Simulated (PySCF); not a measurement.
## Ionisation energy of N⁺ by level of theory

N⁺ [He] 2s2 2p2 (3P) → N²⁺ [He] 2s2 2p1 (2P), as a difference of total energies. Calculation: PySCF 2.14, in x2c-QZVPPall with one added diffuse shell each of s, p, d, f type (8s5p4d3f1g, 73 functions); scalar relativity by spin-free X2C-1e. Correlated levels: valence: 1s2 frozen. The calculations carry no spin-orbit coupling.

| method | ionisation energy (eV) | difference from reference (eV) |
| --- | --- | --- |
| UHF | 29.203 | -0.398 |
| MP2 (valence) | 29.661 | +0.060 |
| SCS-MP2 (valence) | 29.520 | -0.081 |
| CCSD (valence) | 29.501 | -0.100 |
| CCSD(T) (valence) | 29.519 | -0.082 |

Reference: 29.601 eV (semi-empirical (NIST evaluation); NIST Atomic Spectra Database, ionization energies).

Errors of the correlated levels include the incompleteness of this basis and the frozen core.
